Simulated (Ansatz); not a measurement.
# Counterpoise correction, worked out

The pair of Ag⁺ (SMILES [Ag+], atom 1) and BF$_{3}$ (SMILES FB(F)F, atoms 2–5), both closed shells, in one local arrangement (a lower one may exist), relaxed at PBE0-D4/def2-TZVP:

```
5
angstrom
Ag 0.1533 0.0117 -2.4243
F -0.1221 -0.0074 1.9302
B -0.0411 -0.0032 0.6506
F -0.0861 1.1089 -0.0801
F 0.0961 -1.1100 -0.0763
```

Ansatz 0.2.0; basis: def2-TZVPPD; cores frozen in the correlated methods. Filled d shells of the heavier atoms are correlated. Core potentials replace the inner electrons of the atoms past krypton.

CCSD(T) total energies in eV:

| system | geometry | basis functions | energy |
| --- | --- | --- | --- |
| pair | pair | all | -12808.75077 |
| Ag⁺ | as in the pair | all (partner as ghosts) | -3986.19834 |
| BF$_{3}$ | as in the pair | all (partner as ghosts) | -8822.10375 |
| Ag⁺ | as in the pair | its own | -3986.13302 |
| BF$_{3}$ | as in the pair | its own | -8822.09150 |
| Ag⁺ | free (PBE0-D4 minimum) | its own | -3986.13302 |
| BF$_{3}$ | free (PBE0-D4 minimum) | its own | -8822.16406 |

(1) Work out the interaction energy with and without the counterpoise correction, the superposition error, and the binding energy from the relaxed fragments.

No T1 diagnostic of these runs exceeds 0.013.

## Answers

(1) Without correction: -12808.75077 − (-3986.13302) − (-8822.09150) = -0.52625 eV.
With correction (each fragment in the whole basis): -12808.75077 − (-3986.19834) − (-8822.10375) = -0.44868 eV = -10.35 kcal/mol.
The superposition error is the difference, 0.07757 eV, 15 % of the uncorrected value: each fragment borrows its partner's functions.
Deformation from the free shapes: 0.00000 eV for Ag⁺ and 0.07256 eV for BF$_{3}$.
Binding energy from relaxed fragments: -0.44868 + 0.00000 + 0.07256 = -0.37612 eV = -8.67 kcal/mol (electronic, without zero-point energy; negative means bound). For comparison, the corrected interaction energy by CCSD(T) at an estimated basis limit (MP2 extrapolated from triple and quadruple zeta, plus CCSD(T) − MP2 in triple zeta) is -0.512 eV; triple zeta with the correction binds less.

For scale, one of the runs: CCSD(T)/def2-TZVPPD, 213 basis functions, launched by `ansatz run in.yaml --threads 4 --pin off --events-out ev --progress --plain --max-ram 9574MiB`. The run took 2.8 min on 4 CPU threads of an Arm Neoverse V2 (shared host), with 4 GiB of host memory at its peak.
